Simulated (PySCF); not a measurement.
Input of a run (PBE0-D3(BJ)/def2-SVP geometry optimisation, gas phase, def2 core potentials past Kr (PySCF 2.14.0)), started from GFN2-xTB:
```
{"job": {"xc": "PBE0", "basis": "def2-SVP", "d3": "d3bj", "grid": 1, "maxiter": 30, "shake": 0.01, "kind": "geom"}, "charge": 0, "multiplicity": 1}
Si     1.531930     0.380660     0.509260
C      0.294700    -0.329670    -0.769260
Si    -1.542360    -0.065220    -0.363100
I     -2.839370    -1.094520    -2.156360
H      1.277500     1.842200     0.591430
H      1.255970    -0.210390     1.804310
H      2.891980     0.137660     0.072890
H      0.508570    -1.389300    -0.871680
H      0.508060     0.115000    -1.726580
H     -1.933480    -0.750290     0.872980
H     -1.915390     1.338040    -0.345310
```

Output (energies in Eh, forces in Eh/bohr):
```
step   0  E = -918.55215928  max force = 0.025092
step   1  E = -918.55579903  max force = 0.006267
step   2  E = -918.55636704  max force = 0.002248
step   3  E = -918.55645882  max force = 0.000769
step   4  E = -918.55647013  max force = 0.000667
step   5  E = -918.55647891  max force = 0.000325
optimisation converged
```

Q: Summarise the run.

A: The energy falls by 11.3 kJ/mol over 6 energy and gradient evaluations, the largest force component goes from 0.0251 to 3.2e-04 Eh/bohr, and the atoms move by 0.050 Å rms after alignment. Among the bonds, Si1–H6 and Si1–H7 change most and about equally (+0.045 Å). Bonds longer at the end by more than 0.005 Å: 8 of 10; shorter: 2. Among the angles that change most is H6–Si1–H7, from 112.3° to 108.8°. The energy never rose by more than 1e-6 Eh on the way. The first step brought 84 % of the lowering.

Q: What are the final bond lengths?

A: Si1–C2 1.889 Å, C2–Si3 1.870 Å, Si3–I4 2.461 Å, Si1–H5 1.495 Å, Si1–H6 1.495 Å, Si1–H7 1.494 Å, C2–H8 1.103 Å, C2–H9 1.103 Å, Si3–H10 1.490 Å, Si3–H11 1.491 Å. Numbering counts from 1 in the input's order; the species is `[SiH3]C[SiH2]I`.

The run used 111 basis functions and 41 SCF cycles in all. Time: 32 s of wall time; peak memory 0.47 GiB. Hardware: an Intel Xeon Platinum 8488C with one thread, no GPU (shared host).

Not checked by PBE0-D3(BJ)/def2-SVP frequencies. One conformer, not necessarily the lowest.

The values belong to the conformer `[SiH3:1][CH2:2][SiH2:3][I:4]`: Si1–C2–Si3–I4 179°.
